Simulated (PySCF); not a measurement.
Coordinates in bohr (charge 0 multiplicity 1):
```
Ta   -0.3602    0.0000   -0.3642
O    -2.0054    2.6110    0.6835
O    -2.0054   -2.6110    0.6835
Cl    3.7000    0.0000    1.2593
```

Computed with PySCF, PBE0, basis Ta def2-TZVP with ECP60, O def2-TZVP, Cl def2-TZVP (scalar-relativistic core potentials, no spin–orbit coupling, density fitting).

This geometry of TaO₂Cl is a stationary point at this level.

(1) What is the point group?

(2) Is it a minimum?

(3) List the harmonic modes with their infrared intensities.

## Answers

(1) Cs.

(2) Yes: all harmonic wavenumbers are real.

(3) 
```json
{"symmetry": "a'", "ω (cm⁻¹)": "155", "IR (km/mol)": "38.3"}
{"symmetry": "a''", "ω (cm⁻¹)": "177", "IR (km/mol)": "1.1"}
{"symmetry": "a'", "ω (cm⁻¹)": "332", "IR (km/mol)": "7.2"}
{"symmetry": "a'", "ω (cm⁻¹)": "405", "IR (km/mol)": "59.4"}
{"symmetry": "a''", "ω (cm⁻¹)": "955", "IR (km/mol)": "214"}
{"symmetry": "a'", "ω (cm⁻¹)": "1016", "IR (km/mol)": "88.0"}
```

This need not be the most stable arrangement of these atoms. No spin–orbit coupling is included, which matters more the heavier the element.
